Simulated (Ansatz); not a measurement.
C$_{2}$H$_{4}$O$_{3}$Zr (`C#[C][Zr]([OH])([OH])[OH]`), 10 atoms. Charge 0, multiplicity 1. Correlated methods include outer-core shells of Zr, which these sets cover unevenly. Zr: def2 effective core potential. All runs use 4 threads of an Arm Neoverse V2 on a shared host. Correlated methods freeze the cores.

Question: Give the basis size and wall time and peak host memory of each of these runs in Ansatz. RHF-MP2/def2-QZVPP energy; RKS B97M-V/def2-TZVPP energy; RKS BLYP-D4/def2-TZVPP energy; RKS PBE0-D4/def2-TZVP frequencies; RKS SPW92 (LDA)/def2-TZVPP energy; direct RPA on PBE orbitals/def2-TZVPP energy; RHF-CCSD(T)/def2-TZVPP energy; RKS PBE0-D4/def2-SVP energy; RHF-CCSD(T)/def2-SVP energy; RKS revPBE-D4/def2-TZVPP energy; RKS PBE0-D4/def2-TZVP relaxation (12 steps); RKS ωB97M-V/def2-QZVPP energy. (Estimate.)

Answer: The calculation gave: Other jobs shared the machine, so times are rough.

```tsv
level	job	functions	wall time	peak host memory (GiB)
RKS PBE0-D4/def2-SVP	energy	121	1.2 s	0.28
RKS SPW92 (LDA)/def2-TZVPP	energy	267	1.3 s	0.33
RKS BLYP-D4/def2-TZVPP	energy	267	2.5 s	0.34
RKS revPBE-D4/def2-TZVPP	energy	267	2.8 s	0.34
direct RPA on PBE orbitals/def2-TZVPP	energy	267	7.5 s	0.71
RKS B97M-V/def2-TZVPP	energy	267	11 s	0.46
RHF-CCSD(T)/def2-SVP	energy	121	18 s	0.87
RKS ωB97M-V/def2-QZVPP	energy	486	19 s	2
RHF-MP2/def2-QZVPP	energy	486	21 s	2.7
RKS PBE0-D4/def2-TZVP	relaxation (12 steps)	219	44 s	0.59
RKS PBE0-D4/def2-TZVP	frequencies	219	2.7 min	0.6
RHF-CCSD(T)/def2-TZVPP	energy	267	7.2 min	8.1
```
